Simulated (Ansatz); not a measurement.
`F[CH2][AlH][SiH3]` + NH₃ → `[NH2][AlH][SiH3]` + `CF` at 400 K and 1 bar (ligand exchange at the Al–C bond).

Gas-phase electronic energies from Ansatz, PBE0-D4/def2-TZVP geometries. CBS: MP2 limit from def2 TZ/QZ plus the TZ coupled-cluster correction, frozen cores. This one scheme is used for every species. Each species was taken in one conformer, which may not be the lowest.

```
            species  CCSD(T)/CBS energy (Eh)  H − E (kJ/mol)  S (J/(mol·K))
`F[CH2][AlH][SiH3]`               -672.50700           191.7          402.4
                NH₃                -56.50880           104.2          203.1
 `[NH2][AlH][SiH3]`               -589.42853           180.5          361.0
               `CF`               -139.63461           117.5          234.3
```

H − E and S are ideal-gas, rigid-rotor, harmonic terms from PBE0-D4/def2-TZVP, for one conformer and one mirror image of each species. 1 Eh = 2625.50 kJ/mol, R = 8.31446 J/(mol·K).

**Question.** By hand: ΔE, ΔH, ΔS and ΔG.

**Answer.** ΔE = (-589.42853) + (-139.63461) − (-672.50700) − (-56.50880) = -0.04734 Eh = -124.3 kJ/mol. Δ(H − E) = 180.5 + 117.5 − 191.7 − 104.2 = 2.1, so ΔH = -122.2 kJ/mol. ΔS = 361.0 + 234.3 − 402.4 − 203.1 = -10.2 J/(mol·K). ΔG = -122.2 − 400 × (-10.2)/1000 = -118.1 kJ/mol.

**Question.** By hand: the equilibrium constant, and the temperature at which ΔG would vanish if ΔH and ΔS stayed fixed.

**Answer.** log₁₀ K = −ΔG/(RT ln 10) = 15.4. ΔG = 0 at ΔH/ΔS = 11980 K, far beyond where these terms or the molecules hold.

The number of gas molecules stays the same, so ΔS is small and ΔH decides. A doubt of 5 kJ/mol in ΔE shifts log₁₀ K by 0.7 here. Other conformers and mirror images would add mixing entropy, several J/(mol·K) or more a flexible species. Modes under 60 cm⁻¹, often nearly free rotors, make the harmonic entropy too high. These are equilibria of isolated gas molecules and say nothing of rates. Largest T1 diagnostic: 0.013 (customary marks: 0.02 for closed shells, 0.045 for open ones).
